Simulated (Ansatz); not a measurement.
Gas-phase electronic energies from Ansatz, PBE0-D4/def2-TZVP geometries. CCSD(T)/CBS adds triple-zeta CCSD(T) − MP2 to the extrapolated MP2 energy (def2 sets, frozen cores). This one scheme is used for every species. DFT in def2-TZVPP. B3LYP here is the variant with VWN-RPA as its local correlation; programs differ in this. For Zn outer-core shells are correlated without core-valence functions, which leaves a few kJ/mol of doubt a bond. Scalar relativity is left out up to krypton. One conformer a species, not always the lowest.

Reaction (ligand exchange at a Zn–C bond): `[CH3][Zn][CH](F)S` + PH₃ → `[CH3][Zn][PH2]` + `FCS`

`[CH3][Zn][CH](F)S`:

```xyz
10

C     1.518    0.478   -1.498
Zn    0.053   -0.113   -0.381
C    -1.421   -0.664    0.805
F    -1.284   -1.984    1.245
S    -1.600    0.472    2.183
H     1.172    1.209   -2.233
H     2.303    0.945   -0.899
H     1.958   -0.365   -2.037
H    -2.395   -0.602    0.309
H    -0.303    0.624    2.504
```

PH₃:

Z-matrix (Å, degrees):
```
P
H 1 1.420
H 1 1.420 2 93.1
H 1 1.420 2 93.1 3 93.3
```

`[CH3][Zn][PH2]`:

```xyz
8

C     0.407   -1.367    0.958
Zn    0.099    0.312    0.022
P    -0.221    2.313   -1.038
H     1.261   -1.898    0.530
H    -0.468   -2.017    0.886
H     0.614   -1.190    2.017
H    -1.634    2.131   -1.056
H    -0.057    1.714   -2.320
```

`FCS`:

Cartesian coordinates in Å:
```
F -1.502 0.123 0.259
C -0.141 0.068 0.448
S 0.788 0.560 -0.999
H 0.119 -0.948 0.747
H 0.128 0.772 1.238
H 0.608 -0.575 -1.693
```

(1) Is it downhill or uphill in electronic energy at CCSD(T)/CBS, and by how much? (An estimate is asked.)

(2) What do these levels give: LDA (SPW92), CAM-B3LYP-D4, PBE0, B3LYP, CCSD/def2-SVP, CCSD(T)/def2-TZVPP? (Estimate.)

Largest T1 diagnostic among the species: 0.014.

Answers

(1) Computed: Downhill: ΔE = -0.80 eV.

(2) Ansatz gave: LDA (SPW92) -0.76, CAM-B3LYP-D4 -0.76, PBE0 -0.86, B3LYP -0.80, CCSD/def2-SVP -0.78, CCSD(T)/def2-TZVPP -0.78 eV.

In def2-TZVPP, CCSD(T) changes the Hartree–Fock value by +0.16 eV (the triples alone add +0.02 eV) and MP2 by +0.15 eV. Leaving LDA and LC-ωPBE aside and taking each functional with its dispersion term where it has one, the values, not all of them listed here, spread over 0.15 eV, from PBE-QIDH to BLYP-D4. LDA lies +0.04 eV from PBE without D4.
